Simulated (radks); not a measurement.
Task: These are the eigenvalues of the occupied orbitals of an atom or ion with whole-number occupations (eV). All-electron calculation, Dirac Kohn-Sham, PBEsol, spin-unpolarised, spherical densities, point nucleus. Program: a radial shooting solver on a logarithmic mesh with Libxc functionals.

| orbital | eigenvalue |
|---|---|
| 1s1/2 | -6133.095 |
| 2s1/2 | -917.5676 |
| 2p1/2 | -818.8672 |
| 2p3/2 | -810.1027 |
| 3s1/2 | -284.2362 |
| 3p1/2 | -254.6519 |

Which element is it, and in what charge state? The configuration may be excited. Open shells, if any, fill j = l - 1/2 first.

Result: Z = 24, chromium, charge +10: Cr10+ in [Ne] 3s2 3p2. The list shows which subshells hold electrons but not how many an open one holds; the 1s level, -225.39 hartree, gives Z - s = 21.2 by -(Z - s)^2/2, which with screening and relativity narrows Z to a few neighbours, and the depths of the outer levels then fix element, charge and occupations together.
